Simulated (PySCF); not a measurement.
C5H5I, SMILES C1CC=CC=1I.

The structure is a stationary point at PBE0-D3(BJ)/def2-SVP. The def2 effective core potentials stand for the cores of I; spin–orbit coupling is left out. The values are those of a single conformer.

Calculation: PBE0-D3(BJ)/def2-SVP (PySCF 2.14.0).

Frequencies are harmonic and unscaled.

Computed normal modes with their intensities:
| mode | ν (cm⁻¹) | IR (km/mol) | moving atoms (share of kinetic energy) |
|---|---|---|---|
| 1 | 177 | 4.7 | C 73 %, H 23 % |
| 2 | 227 | 0.6 | C 77 %, H 16 % |
| 3 | 306 | 0.1 | C 60 %, I 33 % |
| 4 | 349 | 4.6 | H 58 %, C 42 % |
| 5 | 576 | 15.4 | C 71 %, H 29 % |
| 6 | 703 | 13.6 | H 75 %, C 25 % |
| 7 | 752 | 14.8 | H 76 %, C 24 % |
| 8 | 810 | 5.1 | C 89 %, H 11 % |
| 9 | 840 | 58.6 | C 89 %, H 11 % |
| 10 | 908 | 20.2 | C 51 %, H 49 % |
| 11 | 955 | 6.2 | C 53 %, H 47 % |
| 12 | 964 | 0.0 | H 75 %, C 25 % |
| 13 | 993 | 10.7 | H 68 %, C 32 % |
| 14 | 1081 | 2.0 | H 74 %, C 26 % |
| 15 | 1106 | 0.1 | H 87 %, C 13 % |
| 16 | 1130 | 20.2 | C 60 %, H 40 % |
| 17 | 1228 | 1.1 | H 74 %, C 26 % |
| 18 | 1296 | 16.7 | C 74 %, H 26 % |
| 19 | 1362 | 28.4 | H 84 %, C 16 % |
| 20 | 1388 | 3.5 | C 56 %, H 44 % |
| 21 | 1595 | 1.6 | C 93 % |
| 22 | 1660 | 24.6 | C 93 % |
| 23 | 3048 | 2.9 | H 94 % |
| 24 | 3091 | 0.9 | H 91 %, C 9 % |
| 25 | 3241 | 0.0 | H 92 %, C 8 % |
| 26 | 3263 | 2.3 | H 90 %, C 10 % |
| 27 | 3265 | 1.4 | H 91 %, C 9 % |
